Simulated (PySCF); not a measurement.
Species: C9H9Br.
SMILES with atom numbers: `[CH2:1]=[CH:2][CH2:3][c:4]1[cH:5][cH:6][c:7]([Br:8])[cH:9][cH:10]1` (hydrogens: H11, H12 on C1; H13 on C2; H14, H15 on C3; H16 on C5; H17 on C6; H18 on C9; H19 on C10)

A GFN2-xTB structure was refined with PBE0-D3(BJ)/def2-SVP geometry optimisation, gas phase (PySCF). Its GFN2-xTB values:

```csv
coordinate,GFN2-xTB
C1=C2,1.348 Å
C1–H11,1.068 Å
C1–H12,1.053 Å
C2–C3,1.514 Å
C2–H13,1.082 Å
C3–C4,1.453 Å
C3–H14,1.106 Å
C4–C5,1.405 Å
C5–C6,1.377 Å
C5–H16,1.068 Å
C6–C7,1.374 Å
C6–H17,1.075 Å
C7–Br8,1.901 Å
C1–C2–C3,125.4°
C2–C3–C4,109.3°
C3–C4–C5,122.3°
C4–C5–C6,121.9°
C5–C4–C10,116.8°
C5–C6–C7,119.3°
C6–C7–Br8,119.1°
C6–C7–C9,122.0°
C2–C3–C4–C5,-86°
```

Q: How do these coordinates change at the PBE0-D3(BJ)/def2-SVP level?

A: 
```json
{"coordinate": "C3–C4", "PBE0-D3(BJ)/def2-SVP (Å or °)": "1.511", "change": "+0.058"}
{"coordinate": "C1–H12", "PBE0-D3(BJ)/def2-SVP (Å or °)": "1.093", "change": "+0.040"}
{"coordinate": "C1–H11", "PBE0-D3(BJ)/def2-SVP (Å or °)": "1.095", "change": "+0.027"}
{"coordinate": "C5–H16", "PBE0-D3(BJ)/def2-SVP (Å or °)": "1.093", "change": "+0.025"}
{"coordinate": "C6–C7", "PBE0-D3(BJ)/def2-SVP (Å or °)": "1.394", "change": "+0.020"}
{"coordinate": "C6–H17", "PBE0-D3(BJ)/def2-SVP (Å or °)": "1.091", "change": "+0.016"}
{"coordinate": "C2–C3", "PBE0-D3(BJ)/def2-SVP (Å or °)": "1.498", "change": "-0.016"}
{"coordinate": "C2–H13", "PBE0-D3(BJ)/def2-SVP (Å or °)": "1.097", "change": "+0.015"}
{"coordinate": "C5–C6", "PBE0-D3(BJ)/def2-SVP (Å or °)": "1.392", "change": "+0.015"}
{"coordinate": "C1=C2", "PBE0-D3(BJ)/def2-SVP (Å or °)": "1.334", "change": "-0.014"}
{"coordinate": "C7–Br8", "PBE0-D3(BJ)/def2-SVP (Å or °)": "1.888", "change": "-0.013"}
{"coordinate": "C4–C5", "PBE0-D3(BJ)/def2-SVP (Å or °)": "1.400", "change": "-0.005"}
{"coordinate": "C3–H14", "PBE0-D3(BJ)/def2-SVP (Å or °)": "1.103", "change": "-0.003"}
{"coordinate": "C2–C3–C4", "PBE0-D3(BJ)/def2-SVP (Å or °)": "113.4", "change": "+4.1"}
{"coordinate": "C3–C4–C5", "PBE0-D3(BJ)/def2-SVP (Å or °)": "120.6", "change": "-1.7"}
{"coordinate": "C6–C7–C9", "PBE0-D3(BJ)/def2-SVP (Å or °)": "120.6", "change": "-1.4"}
{"coordinate": "C5–C4–C10", "PBE0-D3(BJ)/def2-SVP (Å or °)": "118.2", "change": "+1.4"}
{"coordinate": "C6–C7–Br8", "PBE0-D3(BJ)/def2-SVP (Å or °)": "119.7", "change": "+0.6"}
{"coordinate": "C4–C5–C6", "PBE0-D3(BJ)/def2-SVP (Å or °)": "121.3", "change": "-0.6"}
{"coordinate": "C1–C2–C3", "PBE0-D3(BJ)/def2-SVP (Å or °)": "125.0", "change": "-0.4"}
{"coordinate": "C5–C6–C7", "PBE0-D3(BJ)/def2-SVP (Å or °)": "119.3", "change": "0.0"}
{"coordinate": "C2–C3–C4–C5", "PBE0-D3(BJ)/def2-SVP (Å or °)": "-47", "change": "+39"}
```

The energy falls by 21.4 kJ/mol over 15 energy and gradient evaluations, the largest force component goes from 0.0531 to 1.2e-04 Eh/bohr, and the atoms move by 0.532 Å rms after alignment. The bond that changes most is C3–C4 (benzylic-type carbon to substituted aromatic carbon), which lengthens by 0.058 Å. Bonds longer at the end by more than 0.005 Å: 12 of 19; shorter: 6. Among the dihedrals that turn most is H15–C3–C4–C10, from -149° to -104°. Rotational constants go from 3453, 351.4, 336.0 to 3633, 345.7, 321.1 MHz.

The run used 203 basis functions and 111 SCF cycles in all.

Not checked by PBE0-D3(BJ)/def2-SVP frequencies. One conformer, not necessarily the lowest.
